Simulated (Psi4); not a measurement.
I3Si, doublet, at a GFN2-xTB geometry (core potentials on I); WB97X-V/def2-SVP (Psi4).

The Psi4 input:
```
memory 2 GB

molecule mol {
0 2
  I    -1.931273   -1.334533   -0.037018
  Si    0.015937   -0.004848    0.775885
  I     2.119205   -1.003580   -0.118149
  I    -0.192142    2.339394   -0.049784
}

set basis def2-svp
set reference uks
set scf_type pk
set puream true
set d_convergence 1e-8
set dft_radial_points 99
set dft_spherical_points 590

energy('wb97x-v')
print_variables()
```

It wrote (shortened):

```
   => Loading Basis Set <=

    Name: DEF2-SVP
    Role: ORBITAL
    Keyword: BASIS

    !!!  WARNING: ECP capability is in beta. Please check occupations closely.  !!!

         ---------------------------------------------------------
                                   SCF
               by Justin Turney, Rob Parrish, Andy Simmonett
                          and Daniel G. A. Smith
                              UKS Reference
         ---------------------------------------------------------

  ==> Geometry <==

    Molecular point group: c1
    Full point group: C1

    Geometry (in Angstrom), charge = 0, multiplicity = 2:

       Center              X                  Y                   Z               Mass
    ------------   -----------------  -----------------  -----------------  -----------------
         I           -1.931056700422    -1.334598899499    -0.026490908137   126.904471900000
         SI           0.016153299578    -0.004913899499     0.786412091863    27.976926534650
         I            2.119421299578    -1.003645899499    -0.107621908137   126.904471900000
         I           -0.191925700422     2.339328100501    -0.039256908137   126.904471900000

  Running in c1 symmetry.

  Rotational constants: A =      0.01580  B =      0.01580  C =      0.00804 [cm^-1]
  Rotational constants: A =    473.65810  B =    473.65777  C =    241.02665 [MHz]
  Nuclear repulsion =  466.879163965511111

  Charge       = 0
  Multiplicity = 2
  Electrons    = 89
  Nalpha       = 45
  Nbeta        = 44

  ==> Algorithm <==

  SCF Algorithm Type is PK.
  DIIS enabled.
  MOM disabled.
  Fractional occupation disabled.
  Guess Type is SAD.
  Energy threshold   = 1.00e-06
  Density threshold  = 1.00e-08
  Integral threshold = 1.00e-12

  ==> Primary Basis <==

  Basis Set: DEF2-SVP
    Blend: DEF2-SVP
    Number of shells: 38
    Number of basis functions: 96
    Number of Cartesian functions: 103
    Spherical Harmonics?: true
    Max angular momentum: 2

  Core potential: DEF2-SVP
    Number of shells: 12
    Number of ECP primitives: 87
    Number of ECP core electrons: 84
    Max angular momentum: 3

  ==> DFT Potential <==

   => LibXC <=

    Version 7.1.2
    S. Lehtola, C. Steigemann, M. J. T. Oliveira, and M. A. L. Marques,  SoftwareX 7, 1–5 (2018) (10.1016/j.softx.2017.11.002)

   => Composite Functional: WB97X-V <=

    wB97X-V Hyb-GGA Exchange-Correlation Functional

    N. Mardirossian and M. Head-Gordon,  Phys. Chem. Chem. Phys. 16, 9904–9924 (2014) (10.1039/C3CP54374A)

    Deriv               =              1
    GGA                 =           TRUE
    Meta                =          FALSE

    Exchange Hybrid     =           TRUE
    MP2 Hybrid          =          FALSE

   => Exchange-Correlation Functionals <=

    1.0000   wB97X-V range-separated functional

   => Exact (HF) Exchange <=

    0.8330            HF,LR [omega = 0.3000]
    0.1670               HF

   => LibXC Density Thresholds  <==

    XC_HYB_GGA_XC_WB97X_V:  1.00E-14

   => VV10 Non-Local Parameters <=

    VV10 B              =     6.0000E+00
    VV10 C              =     1.0000E-02

   => Molecular Quadrature <=

    Radial Scheme          =       TREUTLER
    Pruning Scheme         =           NONE
    Nuclear Scheme         =       TREUTLER

    Blocking Scheme        =         OCTREE
    BS radius alpha        =              1
    Pruning alpha          =              1
    Radial Points          =             99
    Spherical Points       =            590
    Total Points           =         207885
    Total Blocks           =           1638
    Max Points             =            256
    Max Functions          =             89
    Weights Tolerance      =       1.00E-15

  ==> Integral Setup <==

  Using in-core PK algorithm.
   Calculation information:
      Number of atoms:                   4
      Number of AO shells:              38
      Number of primitives:             87
      Number of atomic orbitals:       103
[...]
     A         96      96
   -------------------------
    Total      96      96
   -------------------------

  ==> Iterations <==

                        Total Energy        Delta E     RMS |[F,P]|

   @UKS iter SAD: -1172.93368900016549   -1.17293e+03   0.00000e+00
   @UKS iter   1: -1182.20100922528422   -9.26732e+00   7.01125e-03 ADIIS/DIIS
   @UKS iter   2: -1182.42128161574101   -2.20272e-01   4.19977e-03 ADIIS/DIIS
   @UKS iter   3: -1182.48573741931614   -6.44558e-02   7.15470e-04 ADIIS/DIIS
   @UKS iter   4: -1182.48937987039176   -3.64245e-03   3.31294e-04 ADIIS/DIIS
   @UKS iter   5: -1182.49061523593286   -1.23537e-03   8.95255e-05 DIIS
   @UKS iter   6: -1182.49088217630447   -2.66940e-04   3.79077e-05 DIIS
   @UKS iter   7: -1182.49094430180776   -6.21255e-05   1.86278e-05 DIIS
   @UKS iter   8: -1182.49096135613649   -1.70543e-05   6.31304e-06 DIIS
   @UKS iter   9: -1182.49096328285259   -1.92672e-06   1.58706e-06 DIIS
   @UKS iter  10: -1182.49096336423145   -8.13789e-08   4.09288e-07 DIIS
   @UKS iter  11: -1182.49096336883918   -4.60773e-09   1.14459e-07 DIIS
   @UKS iter  12: -1182.49096336915431   -3.15140e-10   4.38674e-08 DIIS
   @UKS iter  13: -1182.49096336917955   -2.52385e-11   1.61956e-08 DIIS
   @UKS iter  14: -1182.49096336918615   -6.59384e-12   4.57989e-09 DIIS
  Energy and wave function converged.

  ==> Post-Iterations <==

   Electrons on quadrature grid:
      Nalpha   =   44.9999997394 ; deviation = -2.606e-07
      Nbeta    =   43.9999996707 ; deviation = -3.293e-07
      Ntotal   =   88.9999994102 ; deviation = -5.898e-07

   @Spin Contamination Metric:   7.618468073E-03
   @S^2 Expected:                7.500000000E-01
   @S^2 Observed:                7.576184681E-01
   @S   Expected:                5.000000000E-01
   @S   Observed:                5.000000000E-01

    Orbital Energies [Eh]
    ---------------------

    Alpha Occupied:

[...]
    Alpha Virtual:

[...]
    Beta Occupied:

[...]
    Beta Virtual:

[...]
      96A     56.118210

    Final Occupation by Irrep:
              A
    DOCC [    44 ]
    SOCC [     1 ]
    NA   [    45 ]
    NB   [    44 ]

  @UKS Final Energy: -1182.49096336918615

   => Energetics <=

    Nuclear Repulsion Energy =            466.8791639655111112
    One-Electron Energy =               -2886.2418319941316440
    Two-Electron Energy =                1298.6094972010807851
    DFT Exchange-Correlation Energy =     -62.0768795733645433
    Empirical Dispersion Energy =           0.0000000000000000
    VV10 Nonlocal Energy =                  0.3390870317181949
    Total Energy =                      -1182.4909633691861472

  UHF NO Occupations:
  HONO-2 :   43  A 1.9990909
  HONO-1 :   44  A 1.9981259
  HONO-0 :   45  A 1.0000000
  LUNO+0 :   46  A 0.0018741
  LUNO+1 :   47  A 0.0009091
  LUNO+2 :   48  A 0.0009091
  LUNO+3 :   49  A 0.0000383

Computation Completed

Properties will be evaluated at   0.000000,   0.000000,   0.000000 [a0]

Properties computed using the SCF density matrix

 Multipole Moments:

 ------------------------------------------------------------------------------------
     Multipole            Electronic (a.u.)      Nuclear  (a.u.)        Total (a.u.)
 ------------------------------------------------------------------------------------

 L = 1.  Multiply by 2.5417464519 to convert [e a0] to [Debye]
 Dipole X            :         -0.2557567            0.2591167            0.0033600
 Dipole Y            :          0.0778078           -0.0788244           -0.0010165
 Dipole Z            :        -12.4518695           12.6149162            0.1630467
 Magnitude           :                                                    0.1630845

 ------------------------------------------------------------------------------------

  Variable Map:
  ----------------------------------------------------------------------------
[...]
  Array Variable Map:
  ----------------------------------------------------------------------------
[...]
[...]
```
